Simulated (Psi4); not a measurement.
CdI$_{2}$ (SMILES [I][Cd][I]), singlet, geometry from GFN2-xTB (such geometries of metal compounds can be far from the true shape) (all electrons, no relativity); HF/3-21G (Psi4).

Psi4 was given this input:
```
memory 2 GB

molecule {
0 1
Cd   -0.45271074    0.22026185    0.31313575
I     0.02097574    1.79846839   -1.74306259
I     0.38902644   -1.99795082    1.45946794
}

set {
  basis 3-21g
  scf_type pk
}

energy('scf')
print_variables()
```

**Question.** Write the output that Psi4 gives for this input, abridged.

**Answer.** 
```
   => Loading Basis Set <=

    Name: 3-21G
    Role: ORBITAL
    Keyword: BASIS

         ---------------------------------------------------------
                                   SCF
               by Justin Turney, Rob Parrish, Andy Simmonett
                          and Daniel G. A. Smith
                              RHF Reference
         ---------------------------------------------------------

  ==> Geometry <==

    Molecular point group: cs
    Full point group: Cs

    Geometry (in Angstrom), charge = 0, multiplicity = 1:

       Center              X                  Y                   Z               Mass
    ------------   -----------------  -----------------  -----------------  -----------------
         CD          -0.534452171586     0.260475056279     0.000000000000   113.903365090000
         I            1.330824075671     2.121606674158     0.000000000000   126.904471900000
         I           -0.851125449516    -2.355396587059     0.000000000000   126.904471900000

  Running in cs symmetry.

  Rotational constants: A =      0.28899  B =      0.01071  C =      0.01033 [cm^-1]
  Rotational constants: A =   8663.76603  B =    321.10011  C =    309.62467 [MHz]
  Nuclear repulsion = 1320.276970516096071

  Charge       = 0
  Multiplicity = 1
  Electrons    = 154
  Nalpha       = 77
  Nbeta        = 77

  ==> Algorithm <==

  SCF Algorithm Type is PK.
  DIIS enabled.
  MOM disabled.
  Fractional occupation disabled.
  Guess Type is SAD.
  Energy threshold   = 1.00e-06
  Density threshold  = 1.00e-06
  Integral threshold = 1.00e-12

  ==> Primary Basis <==

  Basis Set: 3-21G
    Blend: 3-21G
    Number of shells: 40
    Number of basis functions: 105
    Number of Cartesian functions: 105
    Spherical Harmonics?: false
    Max angular momentum: 2

  ==> Integral Setup <==

  Using in-core PK algorithm.
   Calculation information:
      Number of atoms:                   3
      Number of AO shells:              40
      Number of primitives:             99
      Number of atomic orbitals:       105
      Number of basis functions:       105

      Integral cutoff                 1.00e-12
      Number of threads:                 1

  Performing in-core PK
  Using 30974790 doubles for integral storage.
  We computed 178624 shell quartets total.
  Whereas there are 336610 unique shell quartets.

  ==> DiskJK: Disk-Based J/K Matrices <==

    J tasked:                  Yes
    K tasked:                  Yes
    wK tasked:                  No
    Schwarz Cutoff:          1E-12

  Minimum eigenvalue in the overlap matrix is 1.2362271886E-03.
  Reciprocal condition number of the overlap matrix is 2.5692561825E-04.
    Using symmetric orthogonalization.

  ==> Pre-Iterations <==

  SCF Guess: Superposition of Atomic Densities via on-the-fly atomic UHF (no occupation information).

   -------------------------
    Irrep   Nso     Nmo
   -------------------------
     A'        76      76
     A"        29      29
   -------------------------
    Total     105     105
   -------------------------

  ==> Iterations <==

                        Total Energy        Delta E     RMS |[F,P]|

   @RHF iter SAD: -19207.39347057660416   -1.92074e+04   0.00000e+00
   @RHF iter   1: -19214.95175271278276   -7.55828e+00   2.19166e-02 ADIIS/DIIS
   @RHF iter   2: -19215.64281153386037   -6.91059e-01   1.46314e-02 ADIIS/DIIS
   @RHF iter   3: -19215.98186582284688   -3.39054e-01   9.16684e-04 ADIIS/DIIS
   @RHF iter   4: -19215.98430099864709   -2.43518e-03   1.15712e-04 ADIIS/DIIS
   @RHF iter   5: -19215.98445565986913   -1.54661e-04   2.80478e-05 DIIS
   @RHF iter   6: -19215.98446673926446   -1.10794e-05   7.87667e-06 DIIS
   @RHF iter   7: -19215.98446777016215   -1.03090e-06   2.09533e-06 DIIS
   @RHF iter   8: -19215.98446785946726   -8.93051e-08   3.78548e-07 DIIS
  Energy and wave function converged.

  ==> Post-Iterations <==

    Orbital Energies [Eh]
    ---------------------

    Doubly Occupied:

[...]
    Virtual:

[...]
      76Ap   229.190200

    Final Occupation by Irrep:
             Ap   App
    DOCC [    54,   23 ]
    NA   [    54,   23 ]
    NB   [    54,   23 ]

  @RHF Final Energy: -19215.98446785946726

   => Energetics <=

    Nuclear Repulsion Energy =           1320.2769705160960712
    One-Electron Energy =              -29109.5152100281702587
    Two-Electron Energy =                8573.2537716526057920
    Total Energy =                     -19215.9844678594672587

Computation Completed

Properties will be evaluated at   0.000000,   0.000000,   0.000000 [a0]

Properties computed using the SCF density matrix

 Multipole Moments:

 ------------------------------------------------------------------------------------
     Multipole            Electronic (a.u.)      Nuclear  (a.u.)        Total (a.u.)
 ------------------------------------------------------------------------------------

 L = 1.  Multiply by 2.5417464519 to convert [e a0] to [Debye]
 Dipole X            :         -0.8010060           -0.4340267           -1.2350327
 Dipole Y            :          0.3903850            0.2115309            0.6019158
 Dipole Z            :          0.0000000            0.0000000            0.0000000
 Magnitude           :                                                    1.3739027

 ------------------------------------------------------------------------------------

  Variable Map:
  ----------------------------------------------------------------------------
[...]
  Array Variable Map:
  ----------------------------------------------------------------------------
[...]
[...]
```
